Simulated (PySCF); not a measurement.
Species: C₄H₆B (charge 0, doublet). It need not be the lowest isomer of its formula. 
Geometry from a B3LYP-D3(BJ)/def2-TZVP (Ansatz) optimisation:
```
B
C 1 1.4961
C 2 1.2719 1 165.31
C 1 1.5711 2 120.69 3 3.06
H 4 1.0890 1 114.50 2 -24.01
H 4 1.0921 5 109.79 1 126.69
H 4 1.0980 5 107.04 6 115.21
C 1 1.5772 2 118.43 3 -177.23
H 8 1.0888 1 115.29 2 -18.64
H 8 1.0927 9 109.62 1 125.87
H 8 1.0976 9 107.49 10 115.33
```
Charge 0, spin multiplicity 2.

Dispersion corrections to the total energy (kcal/mol) from the dftd3 and dftd4 libraries through PySCF: D3(BJ) without and D4 with the three-body term, each with the damping fitted for the functional named.

| functional | D3(BJ) | D4 |
|---|---|---|
| revPBE | -12.32 | -14.70 |
| PW6B95 | -2.43 | … |
| CAM-B3LYP | … | -3.86 |
| B3LYP | -8.37 | … |
| HF | -37.64 | -16.43 |
| BLYP | -10.25 | -10.03 |
| B2GP-PLYP | -2.91 | -1.93 |

Question: Fill in the missing entries.

Answer: 
- PW6B95, D4: -3.91
- CAM-B3LYP, D3(BJ): -3.81
- B3LYP, D4: -7.24
